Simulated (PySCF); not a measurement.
Match the calculated data to a structure.

| technique | computed result |
| --- | --- |
| Polarisability | 75.7 au [PBE0/def2-SVPD] |
| NMR, other nuclei | isotropic shieldings of nuclei other than C and H, by class: 106 (1 O), 123 (1 O), 156 (1 O), 158 (1 O), 174 (1 S) ppm [GIAO PBE0/pcSseg-1] |
| Rotational structure | rotational constants A, B, C: 2.749, 1.160, 1.021 GHz [GFN2-xTB] |
| UV, strongest line | among the 6 lowest singlet transitions: S5 at 8.71 eV (142 nm, f = 0.024) [TDDFT PBE0/def2-SVPD] |
| UV, first state | lowest singlet excitation: 7.84 eV (158 nm, f = 0.002) [TDDFT PBE0/def2-SVPD] |
| Dipole | 5.36 D [PBE0/def2-SVPD] |
| 13C NMR | chemical shifts (computed TMS as zero) by class: 77.7 (1 C), 68.7 (1 C), 33.5 (1 C), 13.3 (1 C) ppm [GIAO PBE0/pcSseg-1] |

Gas-phase values; electronic properties from PySCF, density fitting. Levels stand in brackets. The structure is a single GFN2-xTB conformer in the gas phase; no vibrational or solvent corrections. Each NMR value is the plain mean over a class of atoms that symmetry, rotation or inversion makes alike.

Question: Which candidate is it?
A. `O=S1(=O)C=CCCC1`
B. `c1csc([SiH]2[SiH2]O[SiH2]2)c1`
C. `CC[C@H]1COS(=O)(=O)O1`
D. `c1cc2c(s1)[SiH2][SiH2]O[SiH2]2`

Answer: C. It is `CC[C@H]1COS(=O)(=O)O1`. Numbering: `[CH3:1][CH2:2][C@H:3]1[CH2:4][O:5][S:6](=[O:7])(=[O:8])[O:9]1`. 4 carbons fall into 4 classes; from least to most shielded: ring sp3 carbon bound to oxygen [C3] (77.7 ppm), ring sp3 carbon bound to oxygen [C4] (68.7 ppm), chain CH2 carbon [C2] (33.5 ppm), methyl carbon [C1] (13.3 ppm). The other shieldings belong to: 106 ppm, sulfonyl oxygen [O7]; 123 ppm, sulfonyl oxygen [O8]; 156 ppm, oxygen bonded to C and S [O9]; 158 ppm, oxygen bonded to C and S [O5]; 174 ppm, sulfonyl sulfur [S6]. The optimised geometry has point group C1 and is an asymmetric top.

The others, at the same levels:
- `c1csc([SiH]2[SiH2]O[SiH2]2)c1` fails: its computed 13C shifts are 143.0 (1 C), 141.8 (1 C), 136.3 (1 C), 133.3 (1 C) ppm, rotational constant A is 1.990 GHz (against 2.749 GHz) and smallest rotational constant is 0.446 GHz (against 1.021 GHz).
- `c1cc2c(s1)[SiH2][SiH2]O[SiH2]2` fails: its computed 13C shifts are 146.5 (1 C), 146.2 (1 C), 141.3 (1 C), 133.9 (1 C) ppm, rotational constant A is 1.493 GHz (against 2.749 GHz) and smallest rotational constant is 0.490 GHz (against 1.021 GHz).
- `O=S1(=O)C=CCCC1` fails: it has 5 carbons where the 13C data count 4; its computed 13C shifts are 144.3 (1 C), 141.8 (1 C), 59.2 (1 C), 31.1 (1 C), 23.7 (1 C) ppm, rotational constant A is 3.087 GHz (against 2.749 GHz) and smallest rotational constant is 1.390 GHz (against 1.021 GHz).

Each candidate is one conformer, not necessarily the lowest. The conformers computed, where there is a choice (atom-mapped SMILES and torsion angles):
- `[cH:1]1[cH:2][s:3][c:4]([SiH:5]2[SiH2:6][O:7][SiH2:8]2)[cH:9]1`: S3–C4–Si5–Si6 136°

The conformers of `CC[C@H]1COS(=O)(=O)O1`, `c1cc2c(s1)[SiH2][SiH2]O[SiH2]2` and `O=S1(=O)C=CCCC1` aren't listed.
